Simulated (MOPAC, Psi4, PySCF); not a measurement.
Intermolecular potential of CH4 ··· CF4 (SMILES C and FC(F)(F)F), singlet. Monomers: optimised at B3LYP-D3(BJ) (def2-TZVP), held rigid. Orientation: a random orientation, not optimised. The monomers approach along the line of their centres of mass (distance R); nothing else relaxes.

Geometry at R = 4.60 Å (first 5 atoms: monomer A):
```
10

C      0.0000     0.0000     0.0000
H     -0.0390     0.1355     1.0800
H     -0.6809    -0.7989    -0.2905
H     -0.2948     0.9254    -0.4929
H      1.0147    -0.2620    -0.2966
F     -1.0494    -1.6147     5.1735
C     -0.1834    -0.8560     4.5159
F     -0.0964    -1.2713     3.2597
F     -0.5950     0.4045     4.5371
F      1.0072    -0.9423     5.0934
```

- AM1, restricted, heats of formation (MOPAC)
- RHF/6-31G* = restricted Hartree-Fock/6-31G*, spherical d, no counterpoise correction run with PySCF
- PM7, restricted, heats of formation (MOPAC)
- SAPT0/jun-cc-pVDZ, frozen core (Psi4)

Interaction energies in kJ/mol:

```
R / Å    AM1  RHF/6-31G*    PM7
-----  -----  ----------  -----
4.01    5.53       13.18  15.40
4.22    1.28        5.22   6.60
4.42   -0.16        1.59   2.21
4.60   -0.43        0.05   0.23
4.78   -0.30       -0.60  -0.71
5.04   -0.01       -0.76  -1.13
5.32    0.13       -0.53  -1.08
5.61    0.12       -0.27  -0.90
6.11    0.04       -0.05  -0.63
6.83    0.01        0.00  -0.38
7.81    0.00        0.00  -0.14
9.13    0.00        0.00  -0.05
```

Predict the corresponding SAPT0/jun-cc-pVDZ column.

4.01: 11.31; 4.22: 4.58; 4.42: 1.64; 4.60: 0.41; 4.78: -0.14; 5.04: -0.40; 5.32: -0.41; 5.61: -0.33; 6.11: -0.20; 6.83: -0.09; 7.81: -0.04; 9.13: -0.01 (kJ/mol).
